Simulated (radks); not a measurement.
Values are calculated unless marked as measured or tabulated.
Mean orbital radii <r> (bohr) of the tungsten ion W14+, [Kr] 4d10 4f12 5s2, of relativity; Dirac values are averaged over j with weights 2j + 1. Spin-unpolarised spherical Kohn-Sham, PBE, point nucleus unless stated (finite: rms radius 5.3658 fm), a radial shooting solver on a logarithmic mesh with Libxc functionals. A level marked "c x" has the speed of light scaled by that factor and shares open shells by 2j + 1; other Dirac levels either fill j = l - 1/2 first or share by 2j + 1.

shell       non-rel.
2s           0.08648
2p           0.07315
3s            0.2196
3p            0.2096
3d            0.1838
4s            0.4856
4p            0.4915
4d            0.5033
4f            0.5331
5s             1.013
5p (empty)     1.061
6s (empty)     1.761

Give the values at the level "Dirac, c x 2".

Answer. 
shell       Dirac, c x 2  change of magnitude (%)
2s               0.08421                    -2.63
2p               0.07213                    -1.39
3s                0.2150                    -2.06
3p                0.2074                    -1.08
3d                0.1834                    -0.23
4s                0.4764                    -1.90
4p                0.4868                    -0.94
4d                0.5028                    -0.10
4f                0.5355                    +0.44
5s                0.9980                    -1.52
5p (empty)         1.054                    -0.70
6s (empty)         1.741                    -1.14
